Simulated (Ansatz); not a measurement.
Geometry optimisation, RKS PBE0-D4/def2-SVP in Ansatz 0.2.0.

The input (input.yaml):

```yaml
crystal:
  periodic: [false, false, false]
  atoms:
    - { symbol: Ge, position_ang: [-0.816641, 0.662722, -0.487245] }
    - { symbol: Si, position_ang: [1.008025, -0.742143, -0.153605] }
    - { symbol: O, position_ang: [-1.293118, 0.823778, 1.238274] }
    - { symbol: H, position_ang: [-0.650527, 0.309006, 1.746164] }
    - { symbol: H, position_ang: [-0.471647, 2.054569, -1.047454] }
    - { symbol: H, position_ang: [-1.989501, 0.050956, -1.273692] }
    - { symbol: H, position_ang: [1.930021, -0.032882, 0.787782] }
    - { symbol: H, position_ang: [1.78096, -1.164215, -1.360612] }
    - { symbol: H, position_ang: [0.502428, -1.961793, 0.550487] }
basis:
  gaussian: { orbitals: def2-SVP }
hamiltonian:
  xc: pbe0
  dispersion: d4
relax:
  f_tol: 0.03
  max_steps: 50
```

Launched with:

```bash
$ ansatz run input.yaml --threads 2 --pin off --max-ram 3072MiB --backend cpu --events-out ev --progress --plain --runs-dir out
```

Q: Where does it end, and by what steps?

A: It converged. The force dipped under the threshold on the way, but the program's further checks kept it going. After 11 steps the energy has fallen by 0.130 eV; H4 moved furthest, 0.87 Å.

```json
{"step": "0", "energy less start (eV)": "0.0000", "largest force component (eV/Å)": "0.643", "accepted": "yes"}
{"step": "1", "energy less start (eV)": "-0.0608", "largest force component (eV/Å)": "0.440", "accepted": "yes"}
{"step": "2", "energy less start (eV)": "-0.0778", "largest force component (eV/Å)": "0.333", "accepted": "yes"}
{"step": "3", "energy less start (eV)": "-0.1018", "largest force component (eV/Å)": "0.246", "accepted": "yes"}
{"step": "4", "energy less start (eV)": "-0.1132", "largest force component (eV/Å)": "0.311", "accepted": "yes"}
{"step": "5", "energy less start (eV)": "-0.1248", "largest force component (eV/Å)": "0.170", "accepted": "yes"}
{"step": "6", "energy less start (eV)": "-0.1287", "largest force component (eV/Å)": "0.023", "accepted": "yes"}
{"step": "7", "energy less start (eV)": "-0.1214", "largest force component (eV/Å)": "0.617", "accepted": "no"}
{"step": "8", "energy less start (eV)": "-0.1291", "largest force component (eV/Å)": "0.048", "accepted": "yes"}
{"step": "9", "energy less start (eV)": "-0.1295", "largest force component (eV/Å)": "0.035", "accepted": "yes"}
{"step": "10", "energy less start (eV)": "-0.1258", "largest force component (eV/Å)": "0.185", "accepted": "no"}
{"step": "11", "energy less start (eV)": "-0.1296", "largest force component (eV/Å)": "0.007", "accepted": "yes"}
```

```xyz
9
Properties=species:S:1:pos:R:3
Ge -0.803 0.570 -0.362
Si 1.108 -0.857 -0.190
O -1.576 0.745 1.244
H -0.972 1.097 1.905
H -0.411 1.961 -0.914
H -1.910 -0.042 -1.235
H 2.091 -0.268 0.772
H 1.771 -1.000 -1.523
H 0.702 -2.207 0.304
```

Run time: 31 s on 2 threads of Intel(R) Xeon(R) Platinum 8375C CPU @ 2.90GHz (Ice Lake) (shared host), peak memory 0.22 GiB.
